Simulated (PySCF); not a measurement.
C2Fe, SMILES [C]1[C][Fe]1, multiplicity 5. Atoms are numbered in the order given.

```xyz
3

Fe     0.0000     0.0000     0.5721
C      0.0000     0.6381    -1.2395
C      0.0000    -0.6381    -1.2395
```
Charge 0, spin multiplicity 5.

Geometry optimised at B3LYP-D3(BJ)/def2-TZVP. The spin state was assumed, not searched.

Level of theory: M06-2X/def2-TZVPD run with PySCF.

Mulliken values depend strongly on the basis, most of all with diffuse functions as here. ESP charges are fitted to the potential on shells at 1.4 to 2.0 van der Waals radii. Atomic charges (e):

| atom | ESP fit | meta-Löwdin | Mulliken spin |
|---|---|---|---|
| Fe1 | 0.81 | 0.92 | 3.67 |
| C2 | -0.40 | -0.46 | 0.17 |
| C3 | -0.40 | -0.46 | 0.17 |
